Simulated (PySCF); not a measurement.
Se(Cl)(SiH3) (ClH3SeSi), SMILES [SiH3][Se]Cl. The structure is a stationary point at PBE0-D3(BJ)/def2-SVP.

Question: Give the equilibrium geometry at PBE0-D3(BJ)/def2-SVP (PySCF confirms it by a frequency run) as a Z-matrix, and its point group. (An estimate is asked for; the answer gives what the named calculation found.)

Answer: point group Cs.
```
Si
H 1 1.4892
H 1 1.4892 2 110.43
H 1 1.4934 2 110.89 3 123.34
Se 1 2.2921 2 110.27 3 -122.13
Cl 5 2.2022 1 93.67 2 61.11
```
